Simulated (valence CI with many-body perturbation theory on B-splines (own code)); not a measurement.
Energy levels of Mo28+

Calculated by relativistic CI+MBPT: four valence electrons over a frozen Dirac-Fock core [Ne], a basis of 11 s, 11 p, 10 d, 8 f, 5 g, 2 h functions for each j, with the one-electron correlation potential Σ1, the two-electron term Σ2, the three-electron term Σ3, Breit, model QED; selected CI, second order for the rest, scaled by the run's own slope (own B-spline code, finite nucleus).

No measured spectrum was set against this ion. As an estimate, large intervals hold to a few tenths of a per cent, small ones and those within an open d or f shell to about a per cent. Among the levels kept, up to 710 cm⁻¹ of a level comes from second order outside the variational space, and about a tenth of that is noise between levels of different J, which matters for small intervals.

Levels 46 to 90 of 177, with energies above the lowest level, 3s2 3p2 3P_0. "Leading %" is the weight of the configuration and term that name the level; weights of strongly mixed levels are sums over their largest components and can fall short, so below about 35 % the name and the second component can differ from the true leading terms, or belong to a minority configuration. In the jj column 3d3/2^4 stands for four electrons in 3d with j = 3/2. Lifetimes count E1, E2, E3, M1 and M2 decay at the calculated energies, and are blank where another channel may lead or the interval is too uncertain; long ones can be off by a factor of two.

| No. | Configuration | Term | J | E (eV) | Leading % | Lifetime | Second component | Leading jj |
| --- | --- | --- | --- | --- | --- | --- | --- | --- |
| 46 | 3s 3p2 3d | 5D | 3 | 226.96 | 38 | 15.9 ps | 20 % 3s 3p2 3d 5P | 3s 3p1/2 3p3/2 3d5/2 (56 %) |
| 47 | 3s 3p2 3d | 5P | 1 | 227.98 | 76 | 6.44 ps | 10 % 3s 3p2 3d 3P | 3s 3p1/2 3p3/2 3d3/2 (72 %) |
| 48 | 3s 3p2 3d | 3P | 2 | 232.43 | 25 | 8.80 ps | 23 % 3s 3p2 3d 3F | 3s 3p1/2 3p3/2 3d5/2 (38 %) |
| 49 | 3p4 | 3P | 1 | 234.17 | 18 | 6.38 ps | 17 % 3s 3p2 3d 1P | 3s 3p1/2 3p3/2 3d3/2 (33 %) |
| 50 | 3s 3p2 3d | 3G | 3 | 234.32 | 65 | 16.4 ps | 26 % 3s 3p2 3d 1F | 3s 3p1/2 3p3/2 3d3/2 (91 %) |
| 51 | 3s 3p2 3d | 3F | 4 | 234.41 | 30 | 88.1 ps | 27 % 3s 3p2 3d 1G | 3s 3p3/2^2 3d5/2 (34 %) |
| 52 | 3s 3p2 3d | 3D | 3 | 240.09 | 55 | 9.23 ps | 28 % 3s 3p2 3d 3F | 3s 3p1/2 3p3/2 3d5/2 (55 %) |
| 53 | 3s 3p2 3d | 3G | 4 | 240.57 | 72 | 21.7 ps | 20 % 3s 3p2 3d 3F | 3s 3p1/2 3p3/2 3d5/2 (68 %) |
| 54 | 3s 3p2 3d | 3P | 0 | 240.90 | 61 | 19.1 ps | 24 % 3p4 1S | 3s 3p3/2^2 3d5/2 (64 %) |
| 55 | 3s 3p2 3d | 3F | 3 | 242.83 | 35 | 10.8 ps | 27 % 3s 3p2 3d 1F | 3s 3p1/2 3p3/2 3d5/2 (69 %) |
| 56 | 3s 3p2 3d | 3D | 1 | 242.99 | 71 | 6.04 ps | 12 % 3s 3p2 3d 1P | 3s 3p1/2 3p3/2 3d3/2 (80 %) |
| 57 | 3s 3p2 3d | 3D | 1 | 243.67 | 59 | 14.5 ps | 14 % 3s 3p2 3d 3P | 3s 3p1/2 3p3/2 3d5/2 (68 %) |
| 58 | 3s 3p2 3d | 1G | 4 | 244.21 | 35 | 40.1 ps | 33 % 3s 3p2 3d 3F | 3s 3p3/2^2 3d5/2 (50 %) |
| 59 | 3s 3p2 3d | 3P | 0 | 245.19 | 72 | 8.90 ps | 19 % 3s2 3d2 3P | 3s 3p1/2 3p3/2 3d3/2 (48 %) |
| 60 | 3s 3p2 3d | 3D | 2 | 247.28 | 33 | 9.50 ps | 15 % 3s 3p2 3d 3F | 3s 3p3/2^2 3d3/2 (43 %) |
| 61 | 3s 3p2 3d | 3D | 1 | 248.54 | 39 | 6.87 ps | 26 % 3s 3p2 3d 3P | 3s 3p3/2^2 3d3/2 (41 %) |
| 62 | 3s 3p2 3d | 3D | 2 | 249.56 | 59 | 5.62 ps | 14 % 3s 3p2 3d 3F | 3s 3p1/2 3p3/2 3d5/2 (32 %) |
| 63 | 3s 3p2 3d | 3G | 5 | 249.86 | 80 | 41.7 ps | 19 % 3s 3p2 3d 5F | 3s 3p3/2^2 3d5/2 (76 %) |
| 64 | 3s 3p2 3d | 3P | 1 | 250.21 | 46 | 6.60 ps | 23 % 3s 3p2 3d 3S | 3s 3p1/2 3p3/2 3d5/2 (71 %) |
| 65 | 3s 3p2 3d | 3D | 3 | 250.55 | 55 | 7.20 ps | 19 % 3s 3p2 3d 3F | 3s 3p3/2^2 3d3/2 (43 %) |
| 66 | 3s 3p2 3d | 3F | 2 | 251.09 | 45 | 5.51 ps | 21 % 3s 3p2 3d 3D | 3s 3p1/2 3p3/2 3d3/2 (46 %) |
| 67 | 3s 3p2 3d | 1S | 0 | 252.38 | 37 | 7.37 ps | 35 % 3p4 3P | 3p3/2^4 (37 %) |
| 68 | 3s 3p2 3d | 3F | 3 | 252.56 | 37 | 5.52 ps | 26 % 3s 3p2 3d 3D | 3s 3p1/2 3p3/2 3d5/2 (38 %) |
| 69 | 3s 3p2 3d | 3D | 2 | 252.77 | 35 | 6.63 ps | 15 % 3s 3p2 3d 3P | 3s 3p1/2 3p3/2 3d5/2 (46 %) |
| 70 | 3s 3p2 3d | 3D | 2 | 257.11 | 23 | 5.63 ps | 19 % 3s 3p2 3d 3P | 3s 3p1/2 3p3/2 3d5/2 (33 %) |
| 71 | 3s 3p2 3d | 1P | 1 | 257.12 | 28 | 5.66 ps | 23 % 3s 3p2 3d 3P | 3s 3p3/2^2 3d3/2 (38 %) |
| 72 | 3s 3p2 3d | 3F | 4 | 258.33 | 67 | 7.00 ps | 13 % 3s 3p2 3d 1G | 3s 3p3/2^2 3d3/2 (64 %) |
| 73 | 3s 3p2 3d | 3D | 3 | 264.31 | 54 | 12.9 ps | 15 % 3s 3p2 3d 1F | 3s 3p3/2^2 3d5/2 (79 %) |
| 74 | 3s 3p2 3d | 3S | 1 | 266.05 | 46 | 7.47 ps | 27 % 3s 3p2 3d 1P | 3s 3p3/2^2 3d5/2 (74 %) |
| 75 | 3s2 3d2 | 1D | 2 | 267.64 | 21 | 6.67 ps | 18 % 3s 3p2 3d 1D | 3s 3p3/2^2 3d5/2 (45 %) |
| 76 | 3s 3p2 3d | 3P | 0 | 269.33 | 48 | 3.32 ps | 20 % 3p4 1S | 3s 3p1/2 3p3/2 3d3/2 (29 %) |
| 77 | 3s 3p2 3d | 3F | 4 | 270.76 | 82 | 6.60 ps | 8 % 3s 3p2 3d 3G | 3s 3p3/2^2 3d5/2 (77 %) |
| 78 | 3s 3p2 3d | 3D | 3 | 272.22 | 58 | 6.90 ps | 28 % 3s 3p2 3d 3F | 3s 3p3/2^2 3d5/2 (70 %) |
| 79 | 3s 3p2 3d | 1P | 1 | 272.86 | 48 | 3.63 ps | 20 % 3s 3p2 3d 3D | 3s 3p3/2^2 3d3/2 (46 %) |
| 80 | 3s 3p2 3d | 3D | 2 | 273.12 | 37 | 3.76 ps | 28 % 3s2 3d2 3F | 3s 3p3/2^2 3d3/2 (32 %) |
| 81 | 3s 3p2 3d | 3D | 3 | 274.14 | 66 | 4.98 ps | 15 % 3s2 3d2 3F | 3s 3p3/2^2 3d5/2 (50 %) |
| 82 | 3s 3p2 3d | 1D | 2 | 276.00 | 31 | 4.71 ps | 26 % 3s 3p2 3d 3D | 3s 3p3/2^2 3d3/2 (46 %) |
| 83 | 3s 3p2 3d | 3D | 1 | 278.16 | 85 | 4.40 ps | 6 % 3s 3p2 3d 3P | 3s 3p3/2^2 3d3/2 (77 %) |
| 84 | 3s 3p2 3d | 1D | 2 | 281.10 | 44 | 6.02 ps | 19 % 3s 3p2 3d 3D | 3s 3p3/2^2 3d5/2 (70 %) |
| 85 | 3s2 3d2 | 3F | 2 | 284.04 | 45 | 3.42 ps | 18 % 3s 3p2 3d 3F | 3s 3p3/2^2 3d3/2 (36 %) |
| 86 | 3s2 3d2 | 3F | 3 | 285.22 | 47 | 3.51 ps | 27 % 3s 3p2 3d 1F | 3s^2 3d3/2 3d5/2 (47 %) |
| 87 | 3s 3p2 3d | 3P | 1 | 287.33 | 38 | 3.19 ps | 30 % 3s 3p2 3d 1P | 3s 3p3/2^2 3d5/2 (43 %) |
| 88 | 3s2 3d2 | 3F | 4 | 287.73 | 74 | 4.44 ps | 17 % 3s 3p2 3d 3F | 3s^2 3d5/2^2 (49 %) |
| 89 | 3s2 3d2 | 3P | 0 | 288.08 | 40 | 2.86 ps | 14 % 3s2 3d2 1S | 3s^2 3d3/2^2 (54 %) |
| 90 | 3s 3p2 3d | 1F | 3 | 289.06 | 55 | 3.63 ps | 14 % 3s2 3d2 3F | 3s 3p3/2^2 3d5/2 (42 %) |

Names give the largest LS component (configuration and term), which can be under half, so a name can repeat, a term be missing and a line seem to break the LS rules; names also repeat where a configuration has a term twice.

Where two levels of one J and parity lie close, their mixing, g and order are uncertain.
